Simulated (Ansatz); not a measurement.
CH7SSbSi can be A, `C[SiH2][S][SbH2]`, or B, `[SiH3][CH](S)[SbH2]`.

Gas-phase electronic energies from Ansatz, PBE0-D4/def2-TZVP geometries. CBS: MP2 limit from def2 TZ/QZ plus the TZ coupled-cluster correction, frozen cores. DFT in def2-TZVPP. B3LYP here is the variant with VWN-RPA as its local correlation; programs differ in this. def2 core potentials past Kr. For Sb outer-core shells are correlated without core-valence functions, which leaves a few kJ/mol of doubt a bond. One conformer a species, not always the lowest.

Problem. Which is lower in electronic energy at CCSD(T)/CBS, and by how much? (Best estimate.)

Solution. Ansatz gave: A, by 45.0 kcal/mol.

Problem. Give E(B) − E(A) in kcal/mol with B3LYP, r2SCAN-D4, CCSD(T)/def2-TZVPP, PBE0-D4, ωB97M-V, B3LYP-D4, HF/def2-TZVPP. (Best estimate.)

Solution. Ansatz gave: B3LYP 47.9, r2SCAN-D4 47.8, CCSD(T)/def2-TZVPP 43.6, PBE0-D4 47.0, ωB97M-V 45.8, B3LYP-D4 46.3, HF/def2-TZVPP 49.5. None reverses the order clearly.

Largest T1 diagnostic: 0.013.

The D4 term adds −1.6 kcal/mol with B3LYP and −0.8 kcal/mol with PBE0; it sums over pairs of atoms, weighted by their polarisabilities, and B3LYP, whose exchange is more repulsive, gets the larger term. In def2-TZVPP, CCSD(T) changes the Hartree–Fock value by −5.9 kcal/mol (the triples alone add −0.7 kcal/mol) and MP2 by −5.3 kcal/mol.
